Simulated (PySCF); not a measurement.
B3LYP has the VWN-RPA correlation part, as in Gaussian. Delta-SCF ions had no search for a lower state. Excitations are Tamm–Dancoff values on a coarser integration grid. The basis has no diffuse functions, so Rydberg states are missing or too high.

Z-matrix (Å, degrees):
```
C
N 1 1.3933
H 2 1.0055 1 123.53
C 2 1.3480 3 125.43 1 -179.99
H 4 1.0776 2 121.74 3 -0.01
C 4 1.3898 5 130.06 2 179.99
H 6 1.0770 4 125.56 5 0.02
C 6 1.4001 7 127.63 4 -179.99
H 8 1.0779 6 126.81 7 0.00
B 1 1.4995 2 123.92 3 0.03
H 10 1.1909 1 119.94 2 -180.00
H 10 1.1959 11 119.80 1 -180.00
```
Charge 0, spin multiplicity 1.

Problem. Predict the dipole moment, brightest of the four lowest singlets (TDA), total energy, HOMO, T1 excitation (TDA), S1–T1 gap (TDA), vertical ionisation energy (Delta-SCF) and S1 oscillator strength from B3LYP-D3(BJ)/def2-TZVP (PySCF).

Solution. 
| Item | Value |
|---|---|
| dipole moment | 2.54 D |
| brightest of the four lowest singlets (TDA) | 5.19 eV |
| total energy | -235.7348 Ha |
| HOMO | -6.58 eV |
| T1 excitation (TDA) | 3.16 eV |
| S1–T1 gap (TDA) | 1.83 eV |
| vertical ionisation energy (Delta-SCF) | 8.74 eV |
| S1 oscillator strength | 0.221 |
